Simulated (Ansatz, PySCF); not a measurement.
Gas-phase reaction in SMILES: [F][Ge]([F])[F] -> [F][Ge]([F])[F] as singlet, charge -1 (an electron is taken up)
Structures are relaxed separately at B3LYP-D3(BJ)/def2-TZVP in Ansatz (an electronic-structure program).
Geometry of the first species:
```
Ge
F 1 1.7346
F 1 1.7346 2 106.47
F 1 1.7346 2 106.47 3 -113.30
```
Charge 0, spin multiplicity 2.

Wanted: adiabatic electron affinity (0 K, with B3LYP-D3(BJ) harmonic zero-point energies from PySCF), positive where the reaction releases energy, in eV. Correlated levels leave the core frozen unless marked. Open shells are spin-unrestricted. Spin-orbit coupling is left out. The frozen core is the preceding noble-gas configuration, with the filled d and f shells of earlier blocks. No relativistic terms. Anions need diffuse functions: aug- sets have them; def2-D sets add few; the other sets have none. Basis-set limits of correlation are two-point, X^-3; Hartree-Fock from the larger set. [CCSD(T)-MP2]/basis is that difference in the basis named.

```csv
level,program,adiabatic electron affinity (eV)
HF/STO-3G,Ansatz,-2.99
SVWN5/def2-TZVPD,Ansatz,3.74
BLYP-D4/def2-TZVPD,Ansatz + dftd4,3.74
B3LYP-D3(BJ)/def2-TZVPD,Ansatz + dftd3,3.81
PBE0-D3(BJ)/def2-TZVP,Ansatz + dftd3,3.35
PBE0-D4/def2-TZVPD,Ansatz + dftd4,3.53
PBE0/def2-TZVP,Ansatz,3.34
PBE0/def2-TZVPD,Ansatz,3.53
BHLYP/def2-TZVPD,Ansatz,3.56
TPSSh-D4/def2-TZVPD,PySCF + dftd4,3.50
HSE06-D4/def2-TZVPD,Ansatz + dftd4,3.51
PBE-QIDH/def2-TZVPD,Ansatz,3.42
MP2/6-31G,Ansatz,3.17
MP2/6-31G*,Ansatz,2.61
MP2/cc-pVDZ,Ansatz,2.73
SCS-MP2/6-31G*,Ansatz,2.67
SCS-MP2/cc-pVDZ,Ansatz,2.81
CCSD/cc-pVDZ,Ansatz,2.90
CCSD(T)/aug-cc-pVDZ,Ansatz,3.61
CCSD(T)/cc-pVDZ,Ansatz,2.87
"RI-MP2/CBS(aug-cc-pVTZ,aug-cc-pVQZ)+[CCSD(T)-MP2]/aug-cc-pVDZ",Ansatz,3.56
```
